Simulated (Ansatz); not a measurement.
Steps of a relaxation of `[OH][Hf]([OH])([OH])[Br]` with RKS PBE0-D4/def2-TZVP.

```sh
$ ansatz run in.yaml --threads 4 --pin off --events-out ev --progress --plain --max-ram 10444MiB
```

```yaml
crystal:
  periodic: [false, false, false]
  atoms:
    - {symbol: O, position_ang: [1.255580, 0.214210, 1.330320]}
    - {symbol: Hf, position_ang: [0.237940, 0.046970, -0.219340]}
    - {symbol: O, position_ang: [-0.862330, -1.455710, -0.151350]}
    - {symbol: O, position_ang: [-0.794480, 1.589050, -0.361580]}
    - {symbol: Br, position_ang: [1.499620, -0.512430, -2.237820]}
    - {symbol: H, position_ang: [0.859740, 0.340990, 2.196070]}
    - {symbol: H, position_ang: [-0.787470, -2.078650, -0.883920]}
    - {symbol: H, position_ang: [-1.408590, 1.855570, 0.327630]}
basis:
  gaussian: {orbitals: def2-TZVP}
hamiltonian: {xc: pbe0, dispersion: d4}
relax: {f_tol: 0.005, max_steps: 150}
```

Positions (Å) and forces (eV/Å) along the path, 16 of 21 steps:

```xyz
8
step=1 energy=-77537.9690 eV
O     1.256    0.214    1.330    0.936    0.171    2.616
Hf    0.238    0.047   -0.219    1.412   -0.266   -1.919
O    -0.862   -1.456   -0.151   -1.540   -2.122    0.070
O    -0.794    1.589   -0.362   -1.830    2.070    0.324
Br    1.500   -0.512   -2.238    0.923   -0.108   -1.219
H     0.860    0.341    2.196    0.501   -0.030    0.170
H    -0.787   -2.079   -0.884   -0.289   -0.098    0.316
H    -1.409    1.856    0.328   -0.113    0.382   -0.357
8
step=2 energy=-77538.4672 eV
O     1.272    0.198    1.392   -0.295   -0.055   -0.010
Hf    0.268    0.044   -0.262    0.446   -0.014   -0.566
O    -0.903   -1.491   -0.130    0.061   -0.047   -0.113
O    -0.846    1.628   -0.359   -0.033   -0.190    0.201
Br    1.635   -0.485   -2.380   -0.148    0.227    0.373
H     0.901    0.332    2.264    0.276   -0.034    0.116
H    -0.862   -2.141   -0.839   -0.209   -0.103    0.195
H    -1.465    1.914    0.314   -0.098    0.217   -0.194
8
step=3 energy=-77538.5651 eV
O     1.306    0.156    1.368   -0.454    0.037    0.292
Hf    0.274    0.044   -0.275    0.140    0.113   -0.035
O    -0.933   -1.464   -0.061    0.215   -0.215   -0.513
O    -0.845    1.625   -0.416   -0.299   -0.086    0.515
Br    1.719   -0.314   -2.345   -0.102    0.053    0.175
H     1.005    0.200    2.285    0.344   -0.048   -0.379
H    -0.969   -2.170   -0.722   -0.178    0.162    0.410
H    -1.558    1.923    0.166    0.334   -0.016   -0.465
8
step=4 energy=-77538.6690 eV
O     1.272    0.135    1.355   -0.186    0.009    0.126
Hf    0.268    0.019   -0.292    0.020    0.181    0.117
O    -0.913   -1.498   -0.118    0.092   -0.136   -0.256
O    -0.849    1.592   -0.401   -0.116   -0.056    0.203
Br    1.795   -0.178   -2.315   -0.052    0.004    0.067
H     1.091    0.216    2.293    0.170   -0.050   -0.187
H    -1.112   -2.280   -0.635   -0.070    0.067    0.165
H    -1.552    1.995    0.112    0.142   -0.020   -0.235
8
step=5 energy=-77538.7419 eV
O     1.242    0.108    1.378    0.017    0.031    0.419
Hf    0.237    0.023   -0.250    0.064   -0.146   -0.182
O    -0.879   -1.540   -0.191   -0.032   -0.224   -0.195
O    -0.882    1.570   -0.378   -0.323    0.247    0.152
Br    1.805   -0.092   -2.253   -0.058    0.020    0.085
H     1.280    0.173    2.332    0.062   -0.042   -0.283
H    -1.200   -2.349   -0.592    0.056    0.242    0.176
H    -1.602    2.107   -0.045    0.214   -0.127   -0.172
8
step=6 energy=-77538.7816 eV
O     1.190    0.081    1.417   -0.036   -0.009   -0.201
Hf    0.223    0.020   -0.236   -0.226    0.023    0.265
O    -0.833   -1.575   -0.278    0.142    0.140   -0.056
O    -0.934    1.543   -0.340    0.155   -0.152   -0.047
Br    1.836    0.035   -2.190    0.043    0.009   -0.041
H     1.457    0.091    2.328    0.026   -0.007    0.066
H    -1.308   -2.374   -0.469   -0.050   -0.055    0.014
H    -1.631    2.179   -0.230   -0.054    0.051    0.000
8
step=7 energy=-77538.7903 eV
O     1.180    0.057    1.410   -0.031   -0.004    0.022
Hf    0.213    0.015   -0.238    0.040   -0.004   -0.057
O    -0.792   -1.602   -0.373   -0.009    0.022    0.026
O    -0.948    1.528   -0.356   -0.026   -0.011    0.032
Br    1.866    0.104   -2.164    0.003    0.005    0.003
H     1.474    0.069    2.314    0.014   -0.002   -0.009
H    -1.367   -2.358   -0.342   -0.002   -0.011   -0.002
H    -1.626    2.187   -0.253    0.011    0.005   -0.016
8
step=8 energy=-77538.7918 eV
O     1.161    0.051    1.417    0.015    0.000    0.026
Hf    0.209    0.014   -0.237   -0.009    0.000    0.010
O    -0.797   -1.603   -0.371   -0.017   -0.029   -0.004
O    -0.964    1.517   -0.344   -0.020    0.024   -0.002
Br    1.869    0.118   -2.155    0.011    0.002   -0.011
H     1.501    0.062    2.305   -0.001   -0.001   -0.014
H    -1.363   -2.366   -0.336    0.010    0.012   -0.001
H    -1.615    2.206   -0.278    0.012   -0.009   -0.005
8
step=9 energy=-77538.7919 eV
O     1.158    0.050    1.421   -0.001    0.000   -0.002
Hf    0.203    0.014   -0.233    0.001    0.000   -0.001
O    -0.798   -1.606   -0.372    0.001    0.002    0.000
O    -0.969    1.517   -0.342    0.001   -0.002   -0.001
Br    1.867    0.122   -2.150   -0.002    0.001    0.003
H     1.513    0.060    2.302    0.002    0.000    0.002
H    -1.361   -2.371   -0.337   -0.001   -0.003    0.000
H    -1.612    2.215   -0.289   -0.001    0.002   -0.001
8
step=11 energy=-77538.7919 eV
O     1.157    0.050    1.421   -0.001    0.000   -0.002
Hf    0.202    0.013   -0.231   -0.003   -0.001    0.003
O    -0.800   -1.606   -0.371    0.008    0.011   -0.001
O    -0.970    1.517   -0.341    0.002   -0.002    0.000
Br    1.865    0.122   -2.148    0.001    0.000   -0.001
H     1.516    0.060    2.302    0.001    0.000    0.002
H    -1.360   -2.373   -0.340   -0.007   -0.010    0.001
H    -1.611    2.217   -0.292   -0.001    0.002    0.000
8
step=12 energy=-77538.7919 eV
O     1.156    0.049    1.422    0.000    0.000    0.000
Hf    0.201    0.013   -0.231    0.000    0.000    0.000
O    -0.800   -1.607   -0.372    0.000    0.000    0.000
O    -0.971    1.517   -0.342    0.000    0.000    0.000
Br    1.865    0.123   -2.147    0.000    0.000    0.000
H     1.517    0.060    2.301    0.000    0.000    0.000
H    -1.360   -2.374   -0.339    0.000    0.000    0.000
H    -1.610    2.219   -0.292    0.000    0.000    0.000
8
step=14 energy=-77538.7926 eV
O     1.152    0.102    1.423    0.000    0.006    0.001
Hf    0.201    0.013   -0.231   -0.001    0.000    0.000
O    -0.765   -1.631   -0.342    0.003   -0.003    0.003
O    -1.004    1.489   -0.371   -0.003   -0.003   -0.003
Br    1.865    0.123   -2.147    0.000    0.000    0.000
H     1.517    0.024    2.297    0.000   -0.004   -0.001
H    -1.382   -2.354   -0.358   -0.002    0.003   -0.002
H    -1.585    2.234   -0.271    0.003    0.002    0.002
8
step=15 energy=-77538.7935 eV
O     1.149    0.132    1.424   -0.008    0.009   -0.019
Hf    0.200    0.013   -0.231   -0.001    0.000    0.001
O    -0.745   -1.645   -0.323    0.018    0.012    0.004
O    -1.024    1.472   -0.387    0.007   -0.019   -0.007
Br    1.864    0.122   -2.146    0.000    0.000    0.000
H     1.517    0.004    2.291    0.007   -0.007    0.017
H    -1.392   -2.340   -0.369   -0.016   -0.011   -0.003
H    -1.568    2.241   -0.260   -0.008    0.017    0.005
8
step=19 energy=-77538.7946 eV rejected
O     1.141    0.197    1.426    0.028   -0.017    0.062
Hf    0.201    0.013   -0.232    0.000    0.000    0.001
O    -0.702   -1.673   -0.282   -0.047   -0.044   -0.009
O    -1.066    1.435   -0.421   -0.036    0.064    0.014
Br    1.865    0.123   -2.147    0.001    0.000   -0.001
H     1.503   -0.043    2.274   -0.025    0.018   -0.060
H    -1.414   -2.298   -0.388    0.046    0.039    0.007
H    -1.529    2.246   -0.229    0.034   -0.060   -0.015
8
step=20 energy=-77538.7947 eV
O     1.143    0.188    1.426    0.003   -0.004    0.012
Hf    0.200    0.013   -0.230    0.004    0.002   -0.005
O    -0.709   -1.670   -0.288   -0.011   -0.009    0.001
O    -1.061    1.441   -0.416   -0.007    0.008    0.004
Br    1.863    0.122   -2.146   -0.002    0.000    0.003
H     1.508   -0.035    2.276   -0.006    0.003   -0.013
H    -1.410   -2.306   -0.388    0.011    0.011    0.001
H    -1.534    2.247   -0.235    0.007   -0.011   -0.002
8
step=21 energy=-77538.7947 eV
O     1.142    0.190    1.426    0.000    0.000    0.000
Hf    0.200    0.013   -0.231    0.000    0.000    0.000
O    -0.708   -1.671   -0.286    0.000    0.000    0.000
O    -1.062    1.440   -0.417    0.000    0.000    0.000
Br    1.864    0.122   -2.146    0.000    0.000    0.000
H     1.507   -0.037    2.275    0.000    0.000    0.000
H    -1.411   -2.304   -0.388    0.000    0.000    0.000
H    -1.532    2.247   -0.234    0.000    0.000    0.000
```

Hardware: 4 threads of an Arm Neoverse V2 on a shared host. Wall time 77 s, peak host memory 0.61 GiB.
